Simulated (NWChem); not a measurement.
# carbon tetrabromide (CBr4); SMILES BrC(Br)(Br)Br

Results from NWChem. Pople sets run with spherical d functions. This build's default masses of Se (78.918 u) and Br (79.917 u) are each other's, which moves their modes by up to 0.6 %. Each level has its own optimisation; frequencies are unscaled.

| level | r Br–C (Å) | highest harmonic frequency (cm⁻¹) | lowest (cm⁻¹) | zero-point energy (kcal/mol) |
|---|---|---|---|---|
| Hartree-Fock/STO-3G | 1.949 | 906 | 145 | 5.7 |
| Hartree-Fock/3-21G | 1.980 | 755 | 133 | 4.8 |
| Hartree-Fock/6-31G* | 1.939 | 765 | 138 | 4.9 |
| B3LYP/6-31G* | 1.965 | 637 | 122 | 4.2 |
| LDA (Slater exchange, VWN5)/def2-SVP | 1.927 | 657 | 123 | 4.3 |
| PBE/def2-SVP | 1.957 | 620 | 121 | 4.1 |
| BLYP/def2-SVP | 1.983 | 584 | 118 | 3.9 |
| PBE0/def2-SVP | 1.935 | ? | ? | 4.5 |

Task: What belongs in the gaps?

Result: 
- PBE0/def2-SVP, highest harmonic frequency (cm⁻¹): 683
- PBE0/def2-SVP, lowest (cm⁻¹): 128
